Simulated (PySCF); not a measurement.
Compound: C₃H₅NOSSi.
SMILES: `[SiH3]Sc1ccon1`

Jobs on this species (12 atoms, 68 electrons) with PySCF (density fitting). Hardware of each: Arm Neoverse V1, one thread (shared host). Times come from a shared host and carry two figures at best. Peak memory is the resident size of the whole Python process, interpreter and libraries included.

| level and settings | work | basis functions | SCF cycles | wall time | peak memory |
| --- | --- | --- | --- | --- | --- |
| PBE0-D3(BJ)/def2-SVP, grid level 1 | geometry optimisation from a GFN2-xTB start shaken at random | 131 | ? | ? | ? |
| delta-SCF UKS B3LYP, pcX-2 on the ionised atom, pcseg-1 elsewhere, spin-free X2C | ΔSCF core ionisation, 9 holes | 173 | ? | ? | ? |
| delta-SCF UKS SCAN, def2-TZVP on the ionised atom, pcseg-1 elsewhere, spin-free X2C | ΔSCF core ionisation, 9 holes | 150 | 166 | 67 s | 0.56 GiB |
| delta-SCF UKS SCAN, pcX-2 on the ionised atom, pcseg-1 elsewhere, non-relativistic | ΔSCF core ionisation, 9 holes | 173 | 168 | 70 s | 0.65 GiB |
| delta-SCF UKS PBE, pcX-2 on the ionised atom, pcseg-1 elsewhere, spin-free X2C | ΔSCF core ionisation, 9 holes | 173 | 158 | 44 s | 0.62 GiB |
| delta-SCF UKS SCAN, pcX-2 on the ionised atom, pcseg-1 elsewhere, spin-free X2C | ΔSCF core ionisation, 9 holes | 173 | 167 | 70 s | 0.61 GiB |
| delta-SCF UKS SCAN, pcX-1 on the ionised atom, pcseg-1 elsewhere, spin-free X2C | ΔSCF core ionisation, 9 holes | 153 | 166 | 60 s | 0.56 GiB |
| delta-SCF UKS PBE0, pcX-2 on the ionised atom, pcseg-1 elsewhere, spin-free X2C | ΔSCF core ionisation, 9 holes | 173 | 144 | 99 s | 0.72 GiB |

Problem. Fill in the missing figures.

Solution. 
- PBE0-D3(BJ)/def2-SVP, grid level 1; geometry optimisation from a GFN2-xTB start shaken at random: 60 s, 0.55 GiB, 56 SCF cycles
- delta-SCF UKS B3LYP, pcX-2 on the ionised atom, pcseg-1 elsewhere, spin-free X2C; ΔSCF core ionisation, 9 holes: 99 s, 0.72 GiB, 145 SCF cycles

Problem. What do all jobs in the table cost together?

Solution. About 9.5 min; the longest takes about 17 % of that, and about 2.2 times as long as the shortest.
